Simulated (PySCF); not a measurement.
**Spinor energies of Ho⁺ (holmium, charge +1)**

Start: [Xe] 4f11 6s1; 4f5/2 filled at m_j = -5/2, -3/2, -1/2, +1/2, +3/2, +5/2; 4f7/2 filled at m_j = -1/2, +1/2, +3/2, +5/2, +7/2; 6s1/2 filled at m_j = +1/2. Calculated with PySCF 2.14 in x2c-TZVPall-2c (11s11p10d4f1g, 131 functions): generalised Hartree-Fock with the X2C-1e Hamiltonian and a Gaussian nucleus; one run each with spin-orbit coupling (SO) switched off, then screened by Boettger's factors.

```json
{"spinor shell": "1s1/2", "electrons": "2", "ε, spin-free (eV)": "-55905.6", "ε, screened SO (eV)": "-55893.4", "weight of nominal j (screened SO)": "1.000", "rms radius, screened SO (bohr)": "0.0236"}
{"spinor shell": "2s1/2", "electrons": "2", "ε, spin-free (eV)": "-9482.7", "ε, screened SO (eV)": "-9479.0", "weight of nominal j (screened SO)": "1.000", "rms radius, screened SO (bohr)": "0.0952"}
{"spinor shell": "2p1/2", "electrons": "2", "ε, spin-free (eV)": "-8398.0", "ε, screened SO (eV)": "-9004.3", "weight of nominal j (screened SO)": "1.000", "rms radius, screened SO (bohr)": "0.0814"}
{"spinor shell": "2p3/2", "electrons": "4", "ε, spin-free (eV)": "-8398.0", "ε, screened SO (eV)": "-8142.3", "weight of nominal j (screened SO)": "1.000", "rms radius, screened SO (bohr)": "0.0881"}
{"spinor shell": "3s1/2", "electrons": "2", "ε, spin-free (eV)": "-2175.9", "ε, screened SO (eV)": "-2174.7", "weight of nominal j (screened SO)": "1.000", "rms radius, screened SO (bohr)": "0.245"}
{"spinor shell": "3p1/2", "electrons": "2", "ε, spin-free (eV)": "-1838.0", "ε, screened SO (eV)": "-1967.1", "weight of nominal j (screened SO)": "1.000", "rms radius, screened SO (bohr)": "0.236"}
{"spinor shell": "3p3/2", "electrons": "4", "ε, spin-free (eV)": "-1838.0", "ε, screened SO (eV)": "-1782.7", "weight of nominal j (screened SO)": "1.000", "rms radius, screened SO (bohr)": "0.250"}
{"spinor shell": "3d3/2", "electrons": "4", "ε, spin-free (eV)": "-1407.0", "ε, screened SO (eV)": "-1430.9", "weight of nominal j (screened SO)": "0.999", "rms radius, screened SO (bohr)": "0.223"}
{"spinor shell": "3d5/2", "electrons": "6", "ε, spin-free (eV)": "-1407.0", "ε, screened SO (eV)": "-1390.0", "weight of nominal j (screened SO)": "1.000", "rms radius, screened SO (bohr)": "0.226"}
{"spinor shell": "4s1/2", "electrons": "2", "ε, spin-free (eV)": "-460.04", "ε, screened SO (eV)": "-459.69", "weight of nominal j (screened SO)": "1.000", "rms radius, screened SO (bohr)": "0.552"}
{"spinor shell": "4p1/2", "electrons": "2", "ε, spin-free (eV)": "-346.34", "ε, screened SO (eV)": "-376.47", "weight of nominal j (screened SO)": "0.997", "rms radius, screened SO (bohr)": "0.566"}
{"spinor shell": "4p3/2", "electrons": "4", "ε, spin-free (eV)": "-346.34", "ε, screened SO (eV)": "-333.32", "weight of nominal j (screened SO)": "0.999", "rms radius, screened SO (bohr)": "0.597"}
{"spinor shell": "4d3/2", "electrons": "4", "ε, spin-free (eV)": "-189.56", "ε, screened SO (eV)": "-196.59", "weight of nominal j (screened SO)": "0.952", "rms radius, screened SO (bohr)": "0.640"}
{"spinor shell": "4d5/2", "electrons": "6", "ε, spin-free (eV)": "-189.56", "ε, screened SO (eV)": "-184.61", "weight of nominal j (screened SO)": "0.968", "rms radius, screened SO (bohr)": "0.650"}
{"spinor shell": "5s1/2", "electrons": "2", "ε, spin-free (eV)": "-67.481", "ε, screened SO (eV)": "-67.432", "weight of nominal j (screened SO)": "1.000", "rms radius, screened SO (bohr)": "1.39"}
{"spinor shell": "5p1/2", "electrons": "2", "ε, spin-free (eV)": "-38.318", "ε, screened SO (eV)": "-42.381", "weight of nominal j (screened SO)": "0.990", "rms radius, screened SO (bohr)": "1.56"}
{"spinor shell": "5p3/2", "electrons": "4", "ε, spin-free (eV)": "-38.318", "ε, screened SO (eV)": "-36.594", "weight of nominal j (screened SO)": "0.995", "rms radius, screened SO (bohr)": "1.68"}
{"spinor shell": "4f5/2", "electrons": "6", "ε, spin-free (eV)": "-20.021", "ε, screened SO (eV)": "-20.870", "weight of nominal j (screened SO)": "0.706", "rms radius, screened SO (bohr)": "0.915"}
{"spinor shell": "4f7/2", "electrons": "5", "ε, spin-free (eV)": "-20.021", "ε, screened SO (eV)": "-18.905", "weight of nominal j (screened SO)": "0.702", "rms radius, screened SO (bohr)": "0.938"}
{"spinor shell": "6s1/2", "electrons": "1", "ε, spin-free (eV)": "-10.957", "ε, screened SO (eV)": "-10.961", "weight of nominal j (screened SO)": "1.000", "rms radius, screened SO (bohr)": "4.12"}
```

```csv
quantity,spin-free,screened SO
E (hartree),-12606.96029,-12616.85430
M_J,8,8
⟨J²⟩,72.008,72.009
⟨L²⟩,42.005,42.385
⟨S²⟩,6.004,6.007
```

Each row is a mean over spinors that exchange with the open shell spreads, by up to 14.216 eV (4d5/2).

Rows whose weight is well below 1 are mixtures of j = l ± 1/2: exchange outweighs spin-orbit coupling there, and the label is only the starting occupation.

Breit and QED terms are absent; they matter most for the inner s and p1/2 levels.

Densities and radii are taken from the X2C orbitals without a picture-change correction, which distorts them close to the nucleus.

Without spin-orbit coupling the j labels of p, d and f shells carry no meaning; the spin-free column gives the mean over the occupied spinors of each nl shell.
